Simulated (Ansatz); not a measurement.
AsSbSbSb tetrahedron (Sb3As), relaxed as a singlet with RKS PBE-D4/def2-SVP in Ansatz, starting from the GFN2-xTB geometry. Force threshold 0.02 eV/Å.

In the def2 sets Sb takes a core potential; there is no spin–orbit coupling.

Start:

```xyz
4

As   -0.985   -0.398    1.082
Sb   -0.775   -0.185   -1.482
Sb    0.429    1.604    0.272
Sb    1.331   -1.022    0.128
```

Task: Estimate the energy that the relaxation releases and the steps that it takes.

Result: 3.9 kcal/mol, in 5 steps; 4 s on 4 threads of Arm Neoverse V2 on a shared host. No frequencies were taken in this run, so the end may be a saddle point.

Task: Does the start keep its bonding and symmetry?

Result: By distances, no bond broke or formed. The bond that changes most is As1–Sb4, from 2.58 to 2.68 Å (atoms count from 1). Point group C3v at the start, C3v at the end, both within 0.05 Å.

Task: Predict the relaxed structure.

Result: 
Cartesian coordinates in Å:
```
As -1.0309 -0.4163 1.1325
Sb -0.7880 -0.1867 -1.5273
Sb 0.4471 1.6476 0.2714
Sb 1.3718 -1.0447 0.1234
```
Bond lengths: 3 × As–Sb 2.68 Å; 3 × Sb–Sb 2.85 Å.
